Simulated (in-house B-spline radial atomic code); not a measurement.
Radial electron density of Au⁺, [Xe] 4f14 5d10. Method: scalar-relativistic (X2C) PBE0, spin-polarised, spherical fractional occupations, Fermi nucleus of rms radius 5.4371 fm. Calculated with a B-spline radial code for spherical atoms.

One-electron X2C: radii and densities carry no picture-change correction, so inner-shell <1/r> comes out high (for 1s by about 2 % at Z = 33, 5 % at 54, 10 % at 75, 30 % at 118) and <r> low.

Columns: r (bohr), 4πr²n(r) (electrons per bohr), bar.

```
0.000313    3.705 #
0.000387    4.946 #
0.000479    6.585 ##
0.000592    8.713 ###
0.000732    11.49 ###
0.000906    15.08 ####
 0.00112    19.65 ######
 0.00138    25.31 ########
 0.00171    32.53 ##########
 0.00212    41.34 ############
 0.00262    51.62 ###############
 0.00324    63.36 ###################
 0.00401    76.15 #######################
 0.00495    88.91 ##########################
 0.00613    100.7 ##############################
 0.00758    109.5 #################################
 0.00937    113.8 ##################################
  0.0116    112.6 #################################
  0.0143    106.8 ################################
  0.0177    99.46 ##############################
  0.0219    96.21 #############################
  0.0271    102.5 ##############################
  0.0335      119 ###################################
  0.0414    138.6 #########################################
  0.0512    148.2 ############################################
  0.0634    139.3 #########################################
  0.0784    121.1 ####################################
  0.0969    114.8 ##################################
    0.12    128.1 ######################################
   0.148    137.3 #########################################
   0.183    117.5 ###################################
   0.227    84.04 #########################
    0.28    75.57 ######################
   0.347    87.71 ##########################
   0.429    83.96 #########################
    0.53    57.99 #################
   0.656    33.91 ##########
   0.811       24 #######
       1    20.15 ######
    1.24    15.01 ####
    1.53    9.306 ###
     1.9    4.818 #
    2.35    2.173 #
     2.9   0.8224 
    3.59   0.2384 
    4.44  0.04972 
    5.48 0.006816
```

On this grid the curve has 4 maxima, near 0.00937, 0.0512, 0.148, 0.347 bohr.

The 5p up radial function P(r) = rR(r), positive near the nucleus:

```
r (bohr)         P
0.000479   0.00119
0.000732  0.002155
 0.00112  0.003982
 0.00171  0.007456
 0.00262   0.01419
 0.00401   0.02699
 0.00613   0.05065
 0.00937   0.09213
  0.0143    0.1573
  0.0219     0.241
  0.0335    0.2983
  0.0512    0.2261
  0.0784  -0.06682
    0.12   -0.3919
   0.183   -0.2078
    0.28    0.4689
   0.429    0.4084
   0.656   -0.6452
       1    -1.127
    1.53   -0.6257
    2.35    -0.141
    3.59  -0.01164
```
